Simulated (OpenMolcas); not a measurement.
# How methods differ on Si2H4ClF (SMILES F[SiH]([SiH3])Cl)

Si2H4ClF has 8 atoms, charge 0, and is taken as a singlet. As SMILES, `F[SiH]([SiH3])Cl`. Geometry: relaxed at PBE0-D4/def2-TZVP.

```xyz
8

F    -1.3290    1.7968    0.1612
Si   -0.3829    0.8128   -0.6677
Si    0.5390   -0.7930    0.7613
Cl   -1.5341   -0.1301   -2.0759
H     0.5966    1.6554   -1.3923
H     1.3557   -0.1311    1.8123
H     1.4035   -1.6938   -0.0444
H    -0.5566   -1.5741    1.3896
```

Quantity: the vertical energy of the triplet above the singlet, in eV. The values are calculated.

| level | kind | program | value (eV) | CPU time (all runs) |
| --- | --- | --- | --- | --- |
| HF/def2-SVP | Hartree–Fock | OpenMolcas | 6.48 | 23 s |
| PBE/def2-SVP | GGA | OpenMolcas | 5.60 | 1.7 min |
| revPBE/def2-SVP | GGA | OpenMolcas | 5.60 | 1.7 min |
| M06-L/def2-SVP | meta-GGA | OpenMolcas | 6.02 | 2.4 min |
| r2SCAN/def2-SVP | meta-GGA | OpenMolcas | 5.77 | 2.4 min |
| BHLYP/def2-SVP | global hybrid | OpenMolcas | 6.40 | 1.7 min |
| M06-2X/def2-SVP | hybrid meta-GGA | OpenMolcas | 6.29 | 2.5 min |
| PBE0/def2-SVP | global hybrid | OpenMolcas | 5.95 | 98 s |

The values span 5.60 to 6.48 eV. A triplet this far above the singlet is often a Rydberg-like or dissociative state; sets without diffuse functions put Rydberg states too high. Times are those of the runs behind each value, whatever else they computed, on shared processors of several kinds: orders of magnitude only.
